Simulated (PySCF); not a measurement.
A ladder of Hamiltonians for Ru(34+) (ruthenium, charge +34)

Occupied: 1s1/2, 2s1/2, 2p1/2, 2p3/2. Hartree-Fock calculated with PySCF 2.14 in an uncontracted even-tempered set (17 s from 4.5 bohr⁻², ratio 2.7; 12 p from 5.4 bohr⁻², ratio 2.7), Gaussian nucleus throughout. NR is non-relativistic, sf-X2C the spin-free one-electron X2C Hamiltonian, X2C adds the bare one-electron spin-orbit term, X2C-SNSO screens it by Boettger's factors, DC is four-component Dirac-Coulomb, and the Gaunt and Breit terms are added at first order (total energies over the DC spinors, levels after relaxing the spinors in that mean field). QED terms are absent. Levels marked empty are virtual spinors of this ion.

```csv
level (eV),NR,sf-X2C,X2C,X2C-SNSO
1s1/2,-23610.4,-24219.8,-24218.8,-24218.9
2s1/2,-4965.1,-5128.6,-5128.3,-5128.3
2p1/2,-4747.7,-4801.3,-4900.3,-4895.5
2p3/2,-4747.7,-4801.3,-4755.6,-4757.6
3s1/2 (empty),-1962.0,-2010.9,-2010.9,-2010.9
3p1/2 (empty),-1892.8,-1913.7,-1938.1,-1936.9
3p3/2 (empty),-1892.8,-1913.7,-1902.3,-1902.9
```

**Question.** Where do the four-component calculations put these levels?

**Answer.** 1s1/2: DC -24235.4, DC+Gaunt -24191.9, DC+Breit -24194.6; 2s1/2: DC -5130.3, DC+Gaunt -5126.1, DC+Breit -5126.3; 2p1/2: DC -4896.3, DC+Gaunt -4888.9, DC+Breit -4889.7; 2p3/2: DC -4759.0, DC+Gaunt -4753.7, DC+Breit -4754.5; 3s1/2 (empty): DC -2011.3, DC+Gaunt -2010.2, DC+Breit -2010.3; 3p1/2 (empty): DC -1937.1, DC+Gaunt -1935.2, DC+Breit -1935.5; 3p3/2 (empty): DC -1903.1, DC+Gaunt -1901.8, DC+Breit -1902.1 (eV).

```
Hamiltonian  E (hartree)  E − E(DC) (hartree)  CPU seconds
         NR   -3501.5587              80.7466         0.35
     sf-X2C   -3580.8703               1.4350         0.19
        X2C   -3581.4716               0.8337         0.25
   X2C-SNSO   -3581.4169               0.8884         0.24
         DC   -3582.3053               0.0000           11
   DC+Gaunt   -3579.6720               2.6333           19
   DC+Breit   -3579.9009               2.4044           56
```

Weight of the small component: 1s1/2 0.0259, 2s1/2 0.00558, 2p1/2 0.00553, 2p3/2 0.00535, 3s1/2 0.00209, 3p1/2 0.00204, 3p3/2 0.00200.

Koopmans' value for the highest occupied level at DC+Breit: 4754.5 eV, against an ionisation energy of 4758 ± 3 eV (semi-empirical (NIST evaluation); NIST Atomic Spectra Database, ionization energies); the former lacks relaxation, correlation, QED and recoil.

The whole ladder took 90 s of wall time on 1 thread of Neoverse-N1 (shared host), launched as `OMP_NUM_THREADS=1 python relrun2.py TASK.json OUT` (a driver that calls PySCF for each Hamiltonian).
